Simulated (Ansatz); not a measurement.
Diatomic MgF+, closed-shell singlet (lowest of 2S+1 = 1, 3 at CCSD(T)/def2-TZVPP on PBE0 minima; our sources give no spin for the ground state, which may be another).

Constants: fifth-degree fit in 1/R to seven points, most abundant isotopes. In def2 and cc sets the state is the lowest found near the PBE0 minimum, followed along R. The singlet is held restricted. HF and MP2 rows in def2 and cc sets belong to the determinant that coupled cluster picked by its CCSD energy.

Correlated levels freeze the inner cores; with def2 sets outer-core shells near the valence are correlated too.

Programs: Ansatz (a program for electronic structure) with Gaussian orbitals. 

**Question.** What bond length and harmonic frequency does HF/def2-QZVPP give?

**Answer.** r_e = 1.674 Å, ω_e = 887 cm⁻¹.

**Question.** What bond length and harmonic frequency does SVWN5/def2-TZVPP give?

**Answer.** r_e = 1.698 Å, ω_e = 811 cm⁻¹.

**Question.** What bond length and harmonic frequency does CCSD(T)/def2-QZVPP give?

**Answer.** r_e = 1.690 Å, ω_e = 854 cm⁻¹.
